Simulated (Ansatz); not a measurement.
Ansatz (an electronic-structure program) input file for CH8FNSi2, SMILES F[Si@H](N)[SiH2]C, PBE-D3(BJ)/def2-SVP. 

Ansatz 0.2 input:
```yaml
crystal:
  periodic: [false, false, false]
  atoms:
    - {symbol: C, position_ang: [1.98726146, 0.64295969, -1.55045310]}
    - {symbol: Si, position_ang: [0.68065332, -0.63644378, -1.06523532]}
    - {symbol: Si, position_ang: [-0.38776373, 0.04668081, 0.90340517]}
    - {symbol: N, position_ang: [-1.19230964, 1.53039523, 0.56323372]}
    - {symbol: F, position_ang: [-1.40015490, -1.15396710, 1.38865372]}
    - {symbol: H, position_ang: [2.45213427, 0.39485291, -2.51749720]}
    - {symbol: H, position_ang: [1.52703621, 1.64043108, -1.62919003]}
    - {symbol: H, position_ang: [2.78298090, 0.69607410, -0.79053014]}
    - {symbol: H, position_ang: [1.29722952, -1.98704928, -0.89966358]}
    - {symbol: H, position_ang: [-0.35681126, -0.73753779, -2.14017694]}
    - {symbol: H, position_ang: [0.51500574, 0.30239335, 2.05983071]}
    - {symbol: H, position_ang: [-1.52117862, 2.13628521, 1.30978256]}
    - {symbol: H, position_ang: [-1.77285844, 1.62641095, -0.26473445]}
basis:
  gaussian:
    orbitals: def2-SVP
hamiltonian:
  xc: pbe
  dispersion: d3bj
relax: {f_tol: 0.002, max_steps: 200}
```

Output:

```
WARN ansatz: RAYON_NUM_THREADS=1 ignored (pool sized by the plan → 1); use --threads N
Functional definition: PBE
integrals: 0.06 GiB planned
1334 factors; their error is unknown
mean field: 0.34 GiB planned
mean field evaluation 1: about -21094.6481 eV, gradient 8.1e1 eV
mean field evaluation 2: about -21056.3830 eV, gradient 1.4e2 eV
mean field evaluation 4: about -21108.3670 eV, gradient 1.3e1 eV
mean field evaluation 8: about -21108.7124 eV, gradient 3.0e-1 eV
mean field evaluation 16: about -21108.6185 eV, gradient 2.8e-4 eV
mean field -21108.61845871 eV, -775.7274204219 hartree, gradient 6.7e-5 eV, S^2 0.000000; 0 other end points of the search recorded, 0 dependent functions left out
the calculation of the forces begins
reference -21108.61849963 eV, -775.7274219260 hartree; 29, 29 occupied and 89, 89 virtual orbitals, 1334 factors
relax step   1: F+E_penalty+E_count = -21108.90086924 eV  Δ(F+E_penalty+E_count) = +0.000e0 eV  max|allowed force component| = 2.951e-1 eV/Å  Δτ_max = 0.0000 Å  (27 SCF iters, accepted)
these checks for a lower state are left out or cut short: starts, cluster_reference, orbital_swaps, neighbouring_geometries, increment
integrals: 0.06 GiB planned
1334 factors; their error is unknown
mean field: 0.34 GiB planned
mean field -21108.63072412 eV, -775.7278711676 hartree, gradient 2.1e-5 eV, S^2 0.000000; 0 other end points of the search recorded, 0 dependent functions left out
the calculation of the forces begins
reference -21108.63076520 eV, -775.7278726774 hartree; 29, 29 occupied and 89, 89 virtual orbitals, 1334 factors
relax step   2: F+E_penalty+E_count = -21108.91236307 eV  Δ(F+E_penalty+E_count) = -1.149e-2 eV  max|allowed force component| = 1.580e-1 eV/Å  Δτ_max = 0.0245 Å  (30 SCF iters, accepted)
these checks for a lower state are left out or cut short: starts, cluster_reference, orbital_swaps, neighbouring_geometries, increment
integrals: 0.06 GiB planned
1334 factors; their error is unknown
mean field: 0.34 GiB planned
mean field evaluation 32: about -21108.6326 eV, gradient 2.6e-5 eV
mean field -21108.63261320 eV, -775.7279405902 hartree, gradient 2.6e-5 eV, S^2 0.000000; 0 other end points of the search recorded, 0 dependent functions left out
the calculation of the forces begins
reference -21108.63265430 eV, -775.7279421005 hartree; 29, 29 occupied and 89, 89 virtual orbitals, 1334 factors
relax step   3: F+E_penalty+E_count = -21108.91392209 eV  Δ(F+E_penalty+E_count) = -1.559e-3 eV  max|allowed force component| = 4.007e-2 eV/Å  Δτ_max = 0.0214 Å  (30 SCF iters, accepted)
these checks for a lower state are left out or cut short: starts, cluster_reference, orbital_swaps, neighbouring_geometries, increment
integrals: 0.06 GiB planned
1334 factors; their error is unknown
mean field: 0.34 GiB planned
mean field -21108.63318553 eV, -775.7279616229 hartree, gradient 2.2e-5 eV, S^2 0.000000; 0 other end points of the search recorded, 0 dependent functions left out
the calculation of the forces begins
reference -21108.63322662 eV, -775.7279631329 hartree; 29, 29 occupied and 89, 89 virtual orbitals, 1334 factors
relax step   4: F+E_penalty+E_count = -21108.91459196 eV  Δ(F+E_penalty+E_count) = -6.699e-4 eV  max|allowed force component| = 3.366e-2 eV/Å  Δτ_max = 0.0141 Å  (30 SCF iters, accepted)
these checks for a lower state are left out or cut short: starts, cluster_reference, orbital_swaps, neighbouring_geometries, increment
integrals: 0.06 GiB planned
1334 factors; their error is unknown
mean field: 0.34 GiB planned
mean field -21108.63315934 eV, -775.7279606602 hartree, gradient 2.3e-5 eV, S^2 0.000000; 0 other end points of the search recorded, 0 dependent functions left out
the calculation of the forces begins
reference -21108.63320040 eV, -775.7279621694 hartree; 29, 29 occupied and 89, 89 virtual orbitals, 1334 factors
relax step   5: F+E_penalty+E_count = -21108.91475838 eV  Δ(F+E_penalty+E_count) = -1.664e-4 eV  max|allowed force component| = 1.459e-2 eV/Å  Δτ_max = 0.0093 Å  (29 SCF iters, accepted)
these checks for a lower state are left out or cut short: starts, cluster_reference, orbital_swaps, neighbouring_geometries, increment
integrals: 0.06 GiB planned
1334 factors; their error is unknown
mean field: 0.34 GiB planned
mean field -21108.63320596 eV, -775.7279623736 hartree, gradient 2.3e-5 eV, S^2 0.000000; 0 other end points of the search recorded, 0 dependent functions left out
the calculation of the forces begins
reference -21108.63324703 eV, -775.7279638827 hartree; 29, 29 occupied and 89, 89 virtual orbitals, 1334 factors
relax step   6: F+E_penalty+E_count = -21108.91476286 eV  Δ(F+E_penalty+E_count) = -4.478e-6 eV  max|allowed force component| = 1.017e-2 eV/Å  Δτ_max = 0.0072 Å  (31 SCF iters, accepted)
these checks for a lower state are left out or cut short: starts, cluster_reference, orbital_swaps, neighbouring_geometries, increment
integrals: 0.06 GiB planned
1334 factors; their error is unknown
mean field: 0.34 GiB planned
mean field -21108.63333753 eV, -775.7279672086 hartree, gradient 2.3e-5 eV, S^2 0.000000; 0 other end points of the search recorded, 0 dependent functions left out
the calculation of the forces begins
reference -21108.63337861 eV, -775.7279687184 hartree; 29, 29 occupied and 89, 89 virtual orbitals, 1334 factors
relax step   7: F+E_penalty+E_count = -21108.91479087 eV  Δ(F+E_penalty+E_count) = -2.801e-5 eV  max|allowed force component| = 2.467e-3 eV/Å  Δτ_max = 0.0093 Å  (30 SCF iters, accepted)
these checks for a lower state are left out or cut short: starts, cluster_reference, orbital_swaps, neighbouring_geometries, increment
integrals: 0.06 GiB planned
1334 factors; their error is unknown
mean field: 0.34 GiB planned
mean field evaluation 64: about -21108.6333 eV, gradient 5.7e-4 eV
mean field -21108.63330930 eV, -775.7279661712 hartree, gradient 1.2e-5 eV, S^2 0.000000; 0 other end points of the search recorded, 0 dependent functions left out
the calculation of the forces begins
reference -21108.63335038 eV, -775.7279676809 hartree; 29, 29 occupied and 89, 89 virtual orbitals, 1334 factors
relax step   8: F+E_penalty+E_count = -21108.91479809 eV  Δ(F+E_penalty+E_count) = -7.218e-6 eV  max|allowed force component| = 1.577e-3 eV/Å  Δτ_max = 0.0030 Å  (23 SCF iters, accepted)
integrals: 0.06 GiB planned
1334 factors; their error is unknown
mean field: 0.34 GiB planned
mean field -21108.63330930 eV, -775.7279661712 hartree, gradient 1.3e-5 eV, S^2 0.000000; 1 other end points of the search recorded, 0 dependent functions left out
the calculation of the forces begins
reference -21108.63335038 eV, -775.7279676809 hartree; 29, 29 occupied and 89, 89 virtual orbitals, 1334 factors
Total energy: -21108.91483917 eV, -775.7383122031 hartree
Atom 0 at     1.993797     0.645611    -1.551679 Å, force    -0.000080    -0.000151     0.000493 eV/Å
Atom 1 at     0.682162    -0.635271    -1.064857 Å, force     0.001577     0.000625    -0.000881 eV/Å
Atom 2 at    -0.389899     0.042497     0.909006 Å, force    -0.000636     0.000385     0.000725 eV/Å
Atom 3 at    -1.183242     1.540340     0.553685 Å, force     0.000619    -0.000309     0.000006 eV/Å
Atom 4 at    -1.409431    -1.165337     1.402209 Å, force     0.000286    -0.000013     0.000172 eV/Å
Atom 5 at     2.452695     0.399606    -2.530107 Å, force     0.000148     0.000309    -0.000233 eV/Å
Atom 6 at     1.531766     1.650861    -1.619429 Å, force    -0.000073    -0.000250     0.000053 eV/Å
Atom 7 at     2.799576     0.690502    -0.791701 Å, force    -0.000109    -0.000180    -0.000348 eV/Å
Atom 8 at     1.296761    -2.002086    -0.906946 Å, force    -0.000660    -0.000185     0.000033 eV/Å
Atom 9 at    -0.368554    -0.732662    -2.145957 Å, force    -0.000320    -0.000297     0.000005 eV/Å
Atom 10 at     0.518329     0.313063     2.075975 Å, force    -0.000048    -0.000224     0.000207 eV/Å
Atom 11 at    -1.528173     2.139968     1.307897 Å, force    -0.000496     0.000326     0.000342 eV/Å
Atom 12 at    -1.784563     1.614393    -0.270671 Å, force    -0.000208    -0.000035    -0.000574 eV/Å
Dipole moment:     0.014811     0.462945    -0.138436 e Å
```

The run converged.
